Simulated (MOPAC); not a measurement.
A run for MOPAC: AM1 on C2H6Ge (SMILES C=[CH][GeH3]), a point of a bond scan (R = 0.869 Å).

```
AM1 1SCF PRECISE CHARGE=0 THREADS=1
C2H6Ge

Ge     0.66752956 1    -0.22973901 1    -0.11387387 1
C     -1.03513912 1     0.71643893 1    -0.15287768 1
C     -2.06173156 1     0.40467758 1     0.63060035 1
H      0.97400304 1    -0.84732256 1    -1.49145306 1
H      0.58654611 1    -1.34383479 1     0.94450911 1
H      1.81429749 1     0.73616834 1     0.23968824 1
H     -1.12007915 1     1.37486919 1    -0.71392010 1
H     -3.00082567 1     0.94726023 1     0.59013045 1
H     -2.01242865 1    -0.40679883 1     1.34893372 1
```

Program output:

```
*******************************************************************************
 **                                                                           **
 **                              MOPAC v23.2.5                                **
 **                                                                           **
 *******************************************************************************
 ** MOPAC's Digital Object Identifier: https://doi.org/10.5281/zenodo.6511958 **
 **                                                                           **
 ** Please cite the open-source release paper for use of this MOPAC version:  **
 ** J. E. Moussa and J. J. P. Stewart (2026)                                  **
 ** MOPAC: An open-source semiempirical molecular orbital program             **
 ** J. Open Source Softw., 11(119), 8025, https://doi.org/10.21105/joss.08025 **
 *******************************************************************************

                              AM1 CALCULATION RESULTS

 *******************************************************************************
 *  AM1        - The AM1 Hamiltonian to be used
 *
 *
 *
 *                 CHARGE ON SYSTEM = 0
 *
 *
 *
 *  PRECISE    - TIGHTER CRITERIA TO BE USED
 *  1SCF       - DO 1 SCF AND THEN STOP
 *  THREADS=1  - MULTI-THREADING NOT USED
 *  T=         - A TIME OF 172800.0 SECONDS REQUESTED
 *  DUMP=N     - RESTART FILE WRITTEN EVERY 7200.0 SECONDS REQUESTED
 *******************************************************************************
AM1 1SCF PRECISE CHARGE=0 THREADS=1
 C2H6Ge

   ATOM   CHEMICAL          X               Y               Z
  NUMBER   SYMBOL      (ANGSTROMS)     (ANGSTROMS)     (ANGSTROMS)

     1      Ge          0.66752956  *  -0.22973901  *  -0.11387387  *
     2       C         -1.03513912  *   0.71643893  *  -0.15287768  *
     3       C         -2.06173156  *   0.40467758  *   0.63060035  *
     4       H          0.97400304  *  -0.84732256  *  -1.49145306  *
     5       H          0.58654611  *  -1.34383479  *   0.94450911  *
     6       H          1.81429749  *   0.73616834  *   0.23968824  *
     7       H         -1.12007915  *   1.37486919  *  -0.71392010  *
     8       H         -3.00082567  *   0.94726023  *   0.59013045  *
     9       H         -2.01242865  *  -0.40679883  *   1.34893372  *



          CARTESIAN COORDINATES

    NO.       ATOM           X           Y           Z

     1        Ge          0.6675     -0.2297     -0.1139
     2         C         -1.0351      0.7164     -0.1529
     3         C         -2.0617      0.4047      0.6306
     4         H          0.9740     -0.8473     -1.4915
     5         H          0.5865     -1.3438      0.9445
     6         H          1.8143      0.7362      0.2397
     7         H         -1.1201      1.3749     -0.7139
     8         H         -3.0008      0.9473      0.5901
     9         H         -2.0124     -0.4068      1.3489

  H: (AM1): M.J.S. DEWAR ET AL, J. AM. CHEM. SOC. 107 3902-3909 (1985)
  C: (AM1): M.J.S. DEWAR ET AL, J. AM. CHEM. SOC. 107 3902-3909 (1985)
 Ge: (AM1): M.J.S.Dewar and C.Jie, Organometallics, 8, 1544, (1989)

           Empirical Formula: C2 H6 Ge  =     9 atoms



      MOLECULAR POINT GROUP   :   Cs


      RHF CALCULATION, NO. OF DOUBLY OCCUPIED LEVELS = 9


 -------------------------------------------------------------------------------
 AM1 1SCF PRECISE CHARGE=0 THREADS=1
 C2H6Ge



     1SCF WAS SPECIFIED, SO BFGS WAS NOT USED
     SCF FIELD WAS ACHIEVED


                              AM1 CALCULATION
                                                       MOPAC v23.2.5 Linux




          FINAL HEAT OF FORMATION =         69.70432 KCAL/MOL =     291.64287 KJ/MOL


          COSMO AREA              =        112.98 SQUARE ANGSTROMS
          COSMO VOLUME            =        100.58 CUBIC ANGSTROMS

          IONIZATION POTENTIAL    =         10.385236 EV
          HOMO LUMO ENERGIES (EV) =        -10.385  0.761
          NO. OF FILLED LEVELS    =          9
          MOLECULAR WEIGHT        =        102.6594         POINT GROUP:  Cs

          MOLECULAR DIMENSIONS (Angstroms)

            Atom       Atom       Distance
            H     8    H     6     4.83247
            H     5    H     7     3.18869
            H     4    H     8     2.38333


          SCF CALCULATIONS        =          1





   ATOM   CHEMICAL          X               Y               Z
  NUMBER   SYMBOL      (ANGSTROMS)     (ANGSTROMS)     (ANGSTROMS)

     1      Ge          0.66752956  *  -0.22973901  *  -0.11387387  *
     2       C         -1.03513912  *   0.71643893  *  -0.15287768  *
     3       C         -2.06173156  *   0.40467758  *   0.63060035  *
     4       H          0.97400304  *  -0.84732256  *  -1.49145306  *
     5       H          0.58654611  *  -1.34383479  *   0.94450911  *
     6       H          1.81429749  *   0.73616834  *   0.23968824  *
     7       H         -1.12007915  *   1.37486919  *  -0.71392010  *
     8       H         -3.00082567  *   0.94726023  *   0.59013045  *
     9       H         -2.01242865  *  -0.40679883  *   1.34893372  *

                             CARTESIAN COORDINATES

   1   Ge        0.667529560    -0.229739010    -0.113873870
   2    C       -1.035139120     0.716438930    -0.152877680
   3    C       -2.061731560     0.404677580     0.630600350
   4    H        0.974003040    -0.847322560    -1.491453060
   5    H        0.586546110    -1.343834790     0.944509110
   6    H        1.814297490     0.736168340     0.239688240
   7    H       -1.120079150     1.374869190    -0.713920100
   8    H       -3.000825670     0.947260230     0.590130450
   9    H       -2.012428650    -0.406798830     1.348933720


           Empirical Formula: C2 H6 Ge  =     9 atoms



      MOLECULAR POINT GROUP   :   Cs


                  EIGENVALUES
 -34.04313 -22.13313 -16.09942 -15.02540 -13.52658 -11.75786 -11.44058 -10.99309
 -10.38524   0.76072   0.86002   0.96177   1.47657   2.77668   4.64045   4.83915
   5.67093   6.23304


              NET ATOMIC CHARGES AND DIPOLE CONTRIBUTIONS

  ATOM NO.   TYPE          CHARGE      No. of ELECS.   s-Pop       p-Pop
    1         Ge           0.415954        3.5840     0.89229     2.69176
    2          C          -0.314604        4.3146     1.24836     3.06625
    3          C          -0.197612        4.1976     1.24401     2.95360
    4          H          -0.070261        1.0703     1.07026
    5          H          -0.072656        1.0727     1.07266
    6          H          -0.070261        1.0703     1.07026
    7          H           0.093614        0.9064     0.90639
    8          H           0.110400        0.8896     0.88960
    9          H           0.105427        0.8946     0.89457
 DIPOLE           X         Y         Z       TOTAL
 POINT-CHG.     0.595    -0.505     0.173     0.799
 HYBRID        -0.624     0.393    -0.056     0.739
 SUM           -0.029    -0.112     0.116     0.164


          ATOMIC ORBITAL ELECTRON POPULATIONS

     Atom    s        px        py        pz
    1 Ge   0.89229   0.85615   0.90604   0.92957
    2  C   1.24836   1.02673   1.03354   1.00598
    3  C   1.24401   0.97613   0.99773   0.97974
    4  H   1.07026
    5  H   1.07266
    6  H   1.07026
    7  H   0.90639
    8  H   0.88960
    9  H   0.89457

 **********************
 *                    *
 * JOB ENDED NORMALLY *
 *                    *
 **********************




 == MOPAC DONE ==
```

The run finished.

Cost: roughly 0.03 core-seconds.
